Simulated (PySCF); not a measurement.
Fe⁺: ionisation energy

Fe⁺ [Ar] 3d6 4s1 (6D) → Fe²⁺ [Ar] 3d6 (5D), as a difference of total energies. Computed with PySCF 2.14 in cc-pVTZ, with the non-relativistic Hamiltonian (point nucleus). Correlated levels: valence: [Ar] frozen. The calculations carry no spin-orbit coupling.

Order these methods by the ionisation energy they give, lowest first.
A. MP2 (valence)
B. M06-2X
C. M06-L
D. UHF

D (15.114 eV), A (15.669 eV), C (15.713 eV), B (15.874 eV).

These non-relativistic numbers lack the scalar-relativistic shift.

The reference lies between the lowest fine-structure levels, while these numbers refer to the centres of the terms.

Errors of the correlated levels include the incompleteness of this basis and the frozen core.

For comparison: 16.199 eV (measured; NIST Atomic Spectra Database, ionization energies).
